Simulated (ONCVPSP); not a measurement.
# u(r) = r·R(r): atom against pseudo-atom (Pd (Z = 46))

Columns: radius, all-electron u(r) and pseudo u(r) of the 4s shell (level -78.62 eV) of palladium in the configuration [Ar] 3d10 4s2 4p6 4d10; LDA (Perdew-Zunger), non-relativistic, ONCV scheme, ONCVPSP 4.0.1.

```csv
r (bohr),all-electron,pseudo
0.080,0.3844,0.0980
0.160,0.0669,0.1972
0.240,-0.5269,0.3019
0.320,-0.6386,0.4178
0.400,-0.3596,0.5452
0.480,0.0731,0.6767
0.560,0.4935,0.8007
0.640,0.8223,0.9087
0.720,1.0385,0.9972
0.800,1.1514,1.0636
0.880,1.1819,1.1016
0.960,1.1535,1.1031
1.040,1.0865,1.0640
1.120,0.9975,0.9909
1.200,0.8983,0.8972
1.280,0.7971,0.7970
1.360,0.6992,0.6992
1.440,0.6078,0.6078
1.520,0.5245,0.5245
1.600,0.4500,0.4500
1.680,0.3842,0.3842
1.760,0.3266,0.3266
1.840,0.2768,0.2768
1.920,0.2339,0.2339
2.000,0.1972,0.1972
2.080,0.1659,0.1659
```

Task: How many radial nodes do the two functions have?

Result: The all-electron 4s function has n − l − 1 = 3 (the table is too coarse to show those close to the nucleus); the pseudo-wave has 0, since the states of the same l below it are removed with the core.

Task: At about which radius was the pseudo-wave matched?

Result: 1.40 bohr. The columns agree to 0.0005 from 1.28 bohr on; several derivatives are matched, so the curves merge somewhat inside the radius.

Task: Where does each function peak?

Result: Outermost all-electron maximum near 0.88 bohr, pseudo maximum near 0.96 bohr (to the table’s step).

Task: Is the pseudo-wave norm-conserving?

Result: Yes: the ONCV scheme keeps the norm inside the radius equal to the all-electron one, which fixes the energy derivative of the logarithmic derivative at the level.
